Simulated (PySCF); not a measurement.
How methods differ on the excitation energy of B

B [He] 2s2 2p1 (2P) → B [He] 2s2 3s1 (2S), as a difference of total energies. Computed with PySCF 2.14 in dyall-av2z, with the non-relativistic Hamiltonian (point nucleus). Correlated levels: valence: 1s2 frozen; virtual orbitals above 40 to 60 times the deepest correlated orbital energy dropped. The calculations carry no spin-orbit coupling.

| method | excitation energy (eV) |
| --- | --- |
| UHF | 5.077 |
| MP2 (valence) | 5.056 |
| SCS-MP2 (valence) | 5.034 |
| CCSD (valence) | 4.904 |
| CCSD(T) (valence) | 4.913 |
| CCSDT (valence) | 4.915 |

**Question.** How much does correlation contribute at CCSD(T) (valence)?

**Answer.** 4.913 − (5.077) = -0.164 eV, measured against UHF.

Errors of the correlated levels include the incompleteness of this basis and the frozen core.

For comparison: 4.963 eV (measured; NIST levels, between the centres of gravity of the two terms).
